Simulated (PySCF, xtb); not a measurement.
Mg(I)(SMe) (CH3IMgS), SMILES C[S][Mg][I].

GFN2-xTB (xtb) at its own geometry gives an orbital gap of 1.92 eV and a dipole moment of 4.32 D.

Geometry: PBE0-D3(BJ)/def2-SVP. The def2 effective core potentials stand for the cores of I; spin–orbit coupling is left out. Other conformers were not sampled.

Question: What does PBE/def2-TZVP (PySCF) give? (The exact figures need the calculation; the answer reports its results.)

Answer: gap 3.27 eV (levels -5.60 and -2.32 eV), dipole 1.57 D.
